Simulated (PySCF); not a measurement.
SMILES N[SiH2][SiH2]Br (CAM-B3LYP/def2-SVP optimised geometry):

```
10

N      2.088    -1.108     0.000
Si     0.356    -1.108     0.000
Si    -0.375     1.119     0.000
Br    -2.609     1.128    -0.233
H      2.596    -1.904     0.371
H      2.609    -0.667    -0.750
H     -0.310    -1.804    -1.145
H     -0.090    -1.774     1.254
H      0.199     1.904    -1.128
H     -0.049     1.824     1.268
```

Computed with CAM-B3LYP/def2-TZVP run with PySCF.

### Question
What are the frontier orbital energies and the dipole moment?

### Answer
HOMO-2 -9.58 eV, HOMO-1 -9.49 eV, HOMO -8.71 eV, LUMO 0.21 eV, LUMO+1 1.35 eV; dipole moment 3.03 D.

Meta-Löwdin charges at CAM-B3LYP/def2-TZVP: N1 -0.74, Si2 0.55, Si3 0.40, Br4 -0.29, H5 0.24, H6 0.23, H7 -0.13, H8 -0.10, H9 -0.09, H10 -0.08.
